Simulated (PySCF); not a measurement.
This PySCF input asks for the NMR shieldings of `FB[SiH2]CC(F)(F)F`, C2H5BF4Si; the geometry comes from GFN2-xTB.

```python
import basis_set_exchange as bse
import numpy as np
from pyscf import gto, dft
from pyscf.prop import nmr

atoms = """
F    -2.284735    1.670157   -0.568651
B    -1.654902    1.194932    0.480326
Si   -1.031502   -0.688380    0.462469
C     0.568524   -0.839112   -0.611707
C     1.526838    0.247027   -0.250422
F     2.708487    0.165698   -0.888322
F     1.042072    1.475192   -0.534686
F     1.816468    0.267299    1.063878
H    -1.532086    1.964118    1.363594
H    -0.658379   -1.250157    1.767950
H    -1.924710   -1.668587   -0.174890
H     1.068127   -1.792450   -0.452746
H     0.351411   -0.745251   -1.674521
"""
names = dict.fromkeys(["F", "B", "Si", "C", "H"], "pcSseg-1")
basis = {el: gto.basis.parse(bse.get_basis(n, elements=[el], fmt="nwchem")) for el, n in names.items()}
mol = gto.M(atom=atoms, basis=basis, charge=0, verbose=0)
mf = dft.RKS(mol, xc="PBE0")
mf.grids.level = 2
mf.grids.alignment = dft.numint.BLKSIZE   # the property module wants whole blocks of grid points
mf.conv_tol = 1e-9
mf.kernel()

calc = nmr.RKS(mf)   # GIAO
C = mf.mo_coeff
Co = C[:, mf.mo_occ > 0]
resp = mf.gen_response(singlet=True, hermi=2)
def vind(x):   # induced exchange potential for any number of trial vectors
    d = np.einsum("pi,xij,qj->xpq", C, 2 * x.reshape(-1, C.shape[1], Co.shape[1]), Co, optimize=True)
    return np.einsum("xpq,pi,qj->xij", resp(d - d.transpose(0, 2, 1)), C, Co, optimize=True).ravel()
mo1, _ = nmr.rhf.solve_mo1(calc, with_cphf=vind)
sigma = calc.kernel(mo1)
for i, s in enumerate(sigma):   # ppm
    print("%2d %-2s %9.2f" % (i, mol.atom_pure_symbol(i), np.trace(s) / 3))
```

Q: What does it print?

A: 
```
 0 F     111.29
 1 B      29.38
 2 Si    440.77
 3 C     166.63
 4 C      49.01
 5 F     244.06
 6 F     245.26
 7 F     244.55
 8 H      25.26
 9 H      27.74
10 H      28.10
11 H      29.82
12 H      30.03
```

These numbers come from an equivalent density-fitted implementation of the same equations, which agrees with the script to about 0.01 ppm for H and up to a few tenths of a ppm for heavy atoms, so last digits may differ.

Size and cost of the density-fitted run: 168 basis functions, 100 s wall time (54 s CPU) on 1 thread of an Intel Xeon, shared host; peak memory 0.75 GiB.
